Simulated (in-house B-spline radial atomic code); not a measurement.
Kr⁷⁺: [Ar] 3d10 4s1

All numbers are computed (non-relativistic PBE0, spin-polarised, spherical fractional occupations, exact exchange averaged over the configuration; point nucleus) with a radial B-spline atomic code at the basis-set limit, not measured.

Effective charges: Z_r = [3n² - l(l+1)]/(2<r>) from the radius, Z_e = n√(-2ε) from the energy, and Slater's rules. Values are occupation-weighted means over spin.

```
shell  electrons   ε (eV)  <r> (bohr)    Z_r    Z_e  Slater
   1s          2   -14080     0.04245  35.34  32.17   35.70
   2s          2    -1945      0.1876  31.98  23.91   31.85
   2p          6  -1769.2      0.1618  30.90  22.81   31.85
   3s          2  -377.08      0.5384  25.07  15.79   24.75
   3p          6  -313.94      0.5415  23.08  14.41   24.75
   3d         10  -200.83      0.5424  19.36  11.53   14.85
   4s          1  -119.12       1.353  17.74  11.84   10.70
```

The least bound orbital is 4s up at -119.1 eV, and it is also the most diffuse (<r> = 1.353 bohr).

The density falls to 0.001 bohr⁻³ at 2.409 bohr; Σ<r²> = 8.6289 bohr² gives, by the non-relativistic formula and without the paramagnetism of open shells, a Langevin diamagnetic susceptibility of -6.834×10⁻⁶ cm³/mol.
